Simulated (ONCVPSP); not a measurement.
**Scattering properties, ONCV potential for neon**

Ne, optimised norm-conserving Vanderbilt (ONCV), made with ONCVPSP 4.0.1 (PBE, scalar-relativistic). Core [He], reference 2s2 2p5 (charge +1). Waves: 2s: rc 0.60 bohr, ncon 4, nbas 8, qcut 12 1/bohr, 3 projectors, debl 3.3 Ha; 2p: rc 1.40 bohr, ncon 4, nbas 7, qcut 8.9 1/bohr, 3 projectors, debl 3.3 Ha; d scattering state at 0.23 Ha: rc 1.25 bohr, ncon 3, nbas 8, qcut 7.1 1/bohr, 2 projectors, debl 3.1 Ha. Local part: polynomial inside 0.40 bohr (lpopt 5, dvloc0 0 Ha). Core correction: polynomial model core, fcfact 0.65.

The phase is arctan(r·R′/R) of the radial function R(r), unwrapped; energies in Ha, scanned from -4 to 5 Ha. A pole is an energy at which the radial function vanishes at the test radius. The pseudo phase is shifted by a multiple of π to meet the all-electron one at the reference energy, and phase errors are pseudo minus all-electron; the curves can meet again beyond the range given. Levels narrower than the energy grid can be missing from the lists of poles.

```
channel  radius (bohr)  reference energy (Ha)  poles, all-electron  poles, pseudo  unbroken range about the reference energy with phases within 0.05 rad  phase error 1 Ha above the reference energy (rad)
      s           0.61                  -2.05                 none           none                                                        the whole range                                             +0.000
      p           1.42                  -1.19                -0.63          -0.63                                                        the whole range                                             -0.000
      d           1.27                   0.23                 none           1.07                                                              below 1.0                                             -3.116
```

Note: ghosts flagged at negative energy: s at -658.6 eV; GHOST(+) flagged for d at 29.4 eV. A true bound ghost makes a file unfit for plane-wave use.

Phases in the s channel:

```json
{"E (Ha)": "-3.98", "all-electron": "-0.255", "pseudo": "-0.255"}
{"E (Ha)": "-3.50", "all-electron": "-0.359", "pseudo": "-0.359"}
{"E (Ha)": "-3.02", "all-electron": "-0.460", "pseudo": "-0.460"}
{"E (Ha)": "-2.54", "all-electron": "-0.554", "pseudo": "-0.554"}
{"E (Ha)": "-2.06", "all-electron": "-0.642", "pseudo": "-0.642"}
{"E (Ha)": "-1.58", "all-electron": "-0.723", "pseudo": "-0.723"}
{"E (Ha)": "-1.10", "all-electron": "-0.796", "pseudo": "-0.796"}
{"E (Ha)": "-0.62", "all-electron": "-0.863", "pseudo": "-0.863"}
{"E (Ha)": "-0.14", "all-electron": "-0.923", "pseudo": "-0.923"}
{"E (Ha)": "0.34", "all-electron": "-0.977", "pseudo": "-0.977"}
{"E (Ha)": "0.82", "all-electron": "-1.026", "pseudo": "-1.026"}
{"E (Ha)": "1.30", "all-electron": "-1.071", "pseudo": "-1.071"}
{"E (Ha)": "1.78", "all-electron": "-1.111", "pseudo": "-1.111"}
{"E (Ha)": "2.26", "all-electron": "-1.147", "pseudo": "-1.147"}
{"E (Ha)": "2.74", "all-electron": "-1.181", "pseudo": "-1.181"}
{"E (Ha)": "3.22", "all-electron": "-1.211", "pseudo": "-1.211"}
{"E (Ha)": "3.70", "all-electron": "-1.239", "pseudo": "-1.239"}
{"E (Ha)": "4.18", "all-electron": "-1.265", "pseudo": "-1.265"}
{"E (Ha)": "4.66", "all-electron": "-1.288", "pseudo": "-1.288"}
```
